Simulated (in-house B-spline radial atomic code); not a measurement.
# LDA exchange-only excitations of Sb³⁺

Method: LDA exchange-only. Computed with an all-electron radial atomic-structure program (B-spline basis): linear response of the closed shell [Kr] 4d10 5s2 with the functional's adiabatic kernel; scalar-relativistic (spin-free one-electron X2C), finite nucleus, no spin-orbit coupling, no double excitations, S, P, D and F terms only; shells from n = 3 respond. Only terms of natural parity with L up to 3 were computed.

Command:
```bash
python run_td.py task.json out
```
Settings (radii: box in bohr, nucleus in fm):
```
Z                        51
electrons                48
configuration            [Kr] 4d10 5s2
hamiltonian              x2c
method                   lda,
box_radius               23.08
rms_radius               4.6802
intervals                72
```

Run time, properties included: 0.9 s on 1 thread of Intel(R) Xeon(R) 6975P-C (Granite Rapids), on a shared host.

The lowest states, in the order of their Tamm-Dancoff energies; the method's threshold (minus the highest occupied level) is 37.99 eV. Labels give the largest channel, * marks a mixed state, and oscillator strengths are full-response dipole values. Semilocal kernels can invert the small singlet-triplet splittings of Rydberg terms. Energies in eV:

```
     state  full response  Tamm-Dancoff  oscillator strength
5s → 5p 3P              ?             ?                    -
5s → 5p 1P         12.106        12.649                 1.57
5s → 5d 3D         21.306        21.338                    -
5s → 5d 1D         22.365        22.382                    -
5s → 6s 3S         22.590        22.600                    -
5s → 6s 1S         23.357        23.384                    -
5s → 6p 3P         25.742        25.752                    -
5s → 6p 1P              ?             ?                    ?
5s → 4f 3F         27.229        27.256                    -
5s → 4f 1F         27.876        27.881                    -
```

Where does 5s → 6p 1P lie?

At 26.114 eV in full response, 26.158 eV in Tamm-Dancoff, oscillator strength 0.0248.

Where does 5s → 5p 3P lie?

At 8.457 eV in full response, 8.598 eV in Tamm-Dancoff.

How large is the singlet-triplet splitting of 5s → 5p (P terms) in Tamm-Dancoff?

4.05 eV, from the unrounded values.

What polarisabilities and dispersion coefficient does the method give?

Dipole 10.17 bohr³, quadrupole 29.41 bohr⁵, C6 48.81 hartree·bohr⁶ for two such species.
